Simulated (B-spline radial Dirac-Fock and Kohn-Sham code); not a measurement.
## Sr⁺: non-radiative channels of the L3 vacancy

System: strontium as Sr⁺, configuration [Kr] 5s1.

Input file task.json (cfg lists n, l and occupation; rrms is the nuclear radius in fm):

```json
{"items": [{
  "Z": 38,
  "q": 1,
  "cfg": [[1, 0, 2], [2, 0, 2], [2, 1, 6], [3, 0, 2], [3, 1, 6], [3, 2, 10], [4, 0, 2], [4, 1, 6], [5, 0, 1]],
  "A": 88,
  "rrms": 4.224,
  "do": ["binding", "quiet", "decay"],
  "holes": ["K", "L1", "L2", "L3", "M1", "M2", "M3", "M4", "M5", "N1", "N2", "N3"]
}]}
```

Launch: `python xray_run.py task.json out`

The computed values come from a radial atomic solver: a relativistic independent-particle model: LDA orbitals of the hole state, radiative multipoles to third order, Auger rates from the Coulomb interaction with a continuum orbital, Dirac-Fock energies. Kinetic energies are configuration averages from the vacuum level; the two-hole energies are estimated from single-hole states.

```tsv
transition	kinetic energy (eV)	width (meV)	share (%)
L3-M1M3	1265.0	56.4	4.3
L3-M2M3	1340.4	92.2	7.0
L3-M3M3	1350.5	132	10.0
L3-M2M5	1478.8	53.8	4.1
L3-M3M4	1488.2	122	9.2
L3-M3M5	1491.8	185	14.0
L3-M3N1	–	8.61	0.6
L3-M2N3	1608.9	9.03	0.7
L3-M3N2	1618.1	11.3	0.9
L3-M3N3	1619.7	29.3	2.2
L3-M4M4	1625.4	16.2	1.2
L3-M4M5	1626.6	321	24.2
L3-M5M5	1628.8	217	16.4
L3-M4N3	1757.2	11.4	0.9
L3-M5N2	1757.6	6.35	0.5
L3-M5N3	1759.1	18.7	1.4
```

A dash stands for an energy that rests on an unreliable hole state.

The listed channels hold 97 % of the non-radiative rate. Summed by principal shells, of 1.33 eV in all: LMM 91.8 %, LMN 7.8 %, LNN 0.3 %.
